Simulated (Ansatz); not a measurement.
The cluster Li₅H₄. The state is a doublet with charge 0. Geometry PBE-D4/def2-TZVP.

Cartesian coordinates in Å:
```
Li -0.362 1.179 -1.656
Li -0.311 -1.495 -1.381
Li -0.634 -1.232 1.564
Li -0.699 1.485 1.286
Li 1.212 0.084 0.569
H 0.473 -1.555 0.181
H 0.402 1.579 -0.135
H 0.217 0.218 2.115
H -0.298 -0.263 -2.543
```

The structure comes from a short search, and lower isomers may exist.

Question: Estimate the α-spin orbital energies around the gap (eV) in Ansatz with PBE-D4/def2-SVP, PBE-D4/def2-TZVPD, r2SCAN-D4/def2-TZVP, r2SCAN-D4/def2-TZVPD, PBE0-D4/def2-TZVPD.

Answer: 
| orbital | PBE-D4/def2-SVP | PBE-D4/def2-TZVPD | r2SCAN-D4/def2-TZVP | r2SCAN-D4/def2-TZVPD | PBE0-D4/def2-TZVPD |
| --- | --- | --- | --- | --- | --- |
| HOMO−9 | -49.66 | -49.89 | -51.52 | -51.43 | -53.97 |
| HOMO−8 | -49.65 | -49.88 | -51.51 | -51.41 | -53.96 |
| HOMO−7 | -49.38 | -49.59 | -51.26 | -51.16 | -53.69 |
| HOMO−6 | -49.36 | -49.57 | -51.22 | -51.13 | -53.67 |
| HOMO−5 | -49.34 | -49.57 | -51.20 | -51.11 | -53.66 |
| HOMO−4 | -7.22 | -7.33 | -7.68 | -7.62 | -8.72 |
| HOMO−3 | -6.19 | -6.28 | -6.57 | -6.53 | -7.51 |
| HOMO−2 | -5.76 | -5.86 | -6.11 | -6.08 | -7.06 |
| HOMO−1 | -5.28 | -5.35 | -5.60 | -5.56 | -6.53 |
| HOMO | -2.47 | -2.51 | -2.58 | -2.52 | -3.00 |
| LUMO | -1.30 | -1.33 | -1.00 | -1.03 | -0.81 |
| LUMO+1 | -1.20 | -1.27 | -0.88 | -0.94 | -0.78 |
| LUMO+2 | -0.63 | -0.83 | -0.44 | -0.49 | -0.31 |
| LUMO+3 | -0.48 | -0.53 | 0.06 | -0.06 | -0.04 |
| LUMO+4 | -0.24 | -0.45 | 0.14 | 0.01 | -0.03 |
| LUMO+5 | 0.01 | -0.26 | 0.53 | 0.30 | 0.17 |
| β HOMO | -5.25 | -5.32 | -5.57 | -5.54 | -6.51 |
| β LUMO | -1.57 | -1.63 | -1.23 | -1.18 | -1.03 |
